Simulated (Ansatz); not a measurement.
All values below come from B3LYP-D3(BJ)/def2-TZVP (Ansatz, an electronic-structure program). No frequencies were computed at this level.

Ansatz 0.2 input:
```yaml
crystal:
  periodic: [false, false, false]
  atoms:
    - { symbol: C, position_ang: [-1.352705, -0.19527, -0.377868] }
    - { symbol: B, position_ang: [0.130605, -0.324108, -0.85078] }
    - { symbol: C, position_ang: [1.370074, 0.150445, -0.026825] }
    - { symbol: H, position_ang: [-2.05671, -0.886743, -0.840203] }
    - { symbol: H, position_ang: [-1.459147, -0.294096, 0.705723] }
    - { symbol: H, position_ang: [-1.695885, 0.809761, -0.633595] }
    - { symbol: H, position_ang: [2.260207, 0.383915, -0.610437] }
    - { symbol: H, position_ang: [1.153191, 1.01775, 0.602678] }
    - { symbol: H, position_ang: [1.650365, -0.661658, 0.647761] }
basis:
  gaussian: { orbitals: def2-tzvp }
hamiltonian:
  xc: b3lyp
  dispersion: d3bj
relax:
  max_steps: 150
magnetization:
  spin_polarized: true
  initial_magnetization: 1
```

Output:

```
Functional definition: B3LYP
793 factors; their error is unknown
mean field evaluation 1: about -2836.8336 eV, gradient 4.9e1 eV
mean field evaluation 2: about -2832.4508 eV, gradient 5.4e1 eV
mean field evaluation 4: about -2847.6709 eV, gradient 9.8e-1 eV
mean field evaluation 8: about -2847.6593 eV, gradient 2.6e-1 eV
mean field evaluation 16: about -2847.6595 eV, gradient 2.9e-5 eV
mean field -2847.65946919 eV, -104.6495552799 hartree, gradient 2.9e-5 eV, S^2 0.751610; 0 other end points of the search recorded, 0 dependent functions left out
reference -2847.65971849 eV, -104.6495644415 hartree; 12, 11 occupied and 117, 118 virtual orbitals, 793 factors
relax step   1: F+E_penalty+E_count = -2847.87882237 eV  Δ(F+E_penalty+E_count) = +0.000e0 eV  max|allowed force component| = 5.116e-1 eV/Å  Δτ_max = 0.0000 Å  (29 SCF iters, accepted)
these checks for a lower state are left out or cut short: starts, cluster_reference, orbital_swaps, neighbouring_geometries, increment
793 factors; their error is unknown
mean field -2847.67790525 eV, -104.6502327925 hartree, gradient 1.6e-5 eV, S^2 0.751666; 0 other end points of the search recorded, 0 dependent functions left out
reference -2847.67815483 eV, -104.6502419643 hartree; 12, 11 occupied and 117, 118 virtual orbitals, 793 factors
relax step   2: F+E_penalty+E_count = -2847.89630325 eV  Δ(F+E_penalty+E_count) = -1.748e-2 eV  max|allowed force component| = 1.823e-1 eV/Å  Δτ_max = 0.0444 Å  (33 SCF iters, accepted)
these checks for a lower state are left out or cut short: starts, cluster_reference, orbital_swaps, neighbouring_geometries, increment
793 factors; their error is unknown
mean field -2847.68063723 eV, -104.6503331910 hartree, gradient 1.6e-5 eV, S^2 0.751679; 0 other end points of the search recorded, 0 dependent functions left out
reference -2847.68088688 eV, -104.6503423654 hartree; 12, 11 occupied and 117, 118 virtual orbitals, 793 factors
relax step   3: F+E_penalty+E_count = -2847.89936869 eV  Δ(F+E_penalty+E_count) = -3.065e-3 eV  max|allowed force component| = 3.153e-2 eV/Å  Δτ_max = 0.0176 Å  (33 SCF iters, accepted)
these checks for a lower state are left out or cut short: starts, cluster_reference, orbital_swaps, neighbouring_geometries, increment
793 factors; their error is unknown
mean field evaluation 32: about -2847.6979 eV, gradient 1.4e-3 eV
mean field -2847.68133989 eV, -104.6503590131 hartree, gradient 1.4e-5 eV, S^2 0.751686; 0 other end points of the search recorded, 0 dependent functions left out
reference -2847.68158936 eV, -104.6503681810 hartree; 12, 11 occupied and 117, 118 virtual orbitals, 793 factors
relax step   4: F+E_penalty+E_count = -2847.89982810 eV  Δ(F+E_penalty+E_count) = -4.594e-4 eV  max|allowed force component| = 2.247e-2 eV/Å  Δτ_max = 0.0139 Å  (33 SCF iters, accepted)
these checks for a lower state are left out or cut short: starts, cluster_reference, orbital_swaps, neighbouring_geometries, increment
793 factors; their error is unknown
mean field -2847.68192014 eV, -104.6503803370 hartree, gradient 2.0e-5 eV, S^2 0.751692; 0 other end points of the search recorded, 0 dependent functions left out
reference -2847.68216920 eV, -104.6503894899 hartree; 12, 11 occupied and 117, 118 virtual orbitals, 793 factors
relax step   5: F+E_penalty+E_count = -2847.90018658 eV  Δ(F+E_penalty+E_count) = -3.585e-4 eV  max|allowed force component| = 2.712e-2 eV/Å  Δτ_max = 0.0277 Å  (33 SCF iters, accepted)
these checks for a lower state are left out or cut short: starts, cluster_reference, orbital_swaps, neighbouring_geometries, increment
793 factors; their error is unknown
mean field -2847.68221283 eV, -104.6503910932 hartree, gradient 1.8e-5 eV, S^2 0.751695; 0 other end points of the search recorded, 0 dependent functions left out
reference -2847.68246156 eV, -104.6504002337 hartree; 12, 11 occupied and 117, 118 virtual orbitals, 793 factors
relax step   6: F+E_penalty+E_count = -2847.90035550 eV  Δ(F+E_penalty+E_count) = -1.689e-4 eV  max|allowed force component| = 2.608e-2 eV/Å  Δτ_max = 0.0249 Å  (33 SCF iters, accepted)
these checks for a lower state are left out or cut short: starts, cluster_reference, orbital_swaps, neighbouring_geometries, increment
793 factors; their error is unknown
mean field -2847.68238233 eV, -104.6503973221 hartree, gradient 1.7e-5 eV, S^2 0.751696; 0 other end points of the search recorded, 0 dependent functions left out
reference -2847.68263086 eV, -104.6504064555 hartree; 12, 11 occupied and 117, 118 virtual orbitals, 793 factors
relax step   7: F+E_penalty+E_count = -2847.90044026 eV  Δ(F+E_penalty+E_count) = -8.475e-5 eV  max|allowed force component| = 1.413e-2 eV/Å  Δτ_max = 0.0168 Å  (33 SCF iters, accepted)
these checks for a lower state are left out or cut short: starts, cluster_reference, orbital_swaps, neighbouring_geometries, increment
793 factors; their error is unknown
mean field evaluation 64: about -2847.6824 eV, gradient 1.5e-5 eV
mean field -2847.68243767 eV, -104.6503993558 hartree, gradient 1.5e-5 eV, S^2 0.751695; 0 other end points of the search recorded, 0 dependent functions left out
reference -2847.68268613 eV, -104.6504084867 hartree; 12, 11 occupied and 117, 118 virtual orbitals, 793 factors
relax step   8: F+E_penalty+E_count = -2847.90045880 eV  Δ(F+E_penalty+E_count) = -1.855e-5 eV  max|allowed force component| = 3.542e-3 eV/Å  Δτ_max = 0.0056 Å  (33 SCF iters, accepted)
793 factors; their error is unknown
mean field -2847.68243767 eV, -104.6503993557 hartree, gradient 5.1e-5 eV, S^2 0.751695; 1 other end points of the search recorded, 0 dependent functions left out
reference -2847.68268613 eV, -104.6504084867 hartree; 12, 11 occupied and 117, 118 virtual orbitals, 793 factors
Total energy: -2847.90070727 eV, -104.6584206158 hartree
Atom 0 at    -1.366275    -0.198039    -0.368948 Å, force    -0.002993     0.003007     0.000912 eV/Å
Atom 1 at     0.118473    -0.287306    -0.791631 Å, force     0.000031     0.000274     0.000259 eV/Å
Atom 2 at     1.381314     0.161239    -0.020127 Å, force     0.001990    -0.000781     0.003033 eV/Å
Atom 3 at    -2.023562    -0.938827    -0.825828 Å, force     0.000886     0.000739     0.000381 eV/Å
Atom 4 at    -1.512925    -0.205489     0.719240 Å, force     0.000693    -0.000104    -0.002515 eV/Å
Atom 5 at    -1.715339     0.784210    -0.722690 Å, force     0.001040    -0.003542     0.001068 eV/Å
Atom 6 at     2.238247     0.418169    -0.643992 Å, force    -0.000797    -0.000232     0.000495 eV/Å
Atom 7 at     1.193639     0.976312     0.691314 Å, force     0.000044    -0.001925    -0.001870 eV/Å
Atom 8 at     1.686424    -0.710274     0.579115 Å, force    -0.000892     0.002564    -0.001763 eV/Å
Dipole moment:    -0.036464     0.088427     0.196397 e Å
```

Cost: very roughly 40 core-seconds.
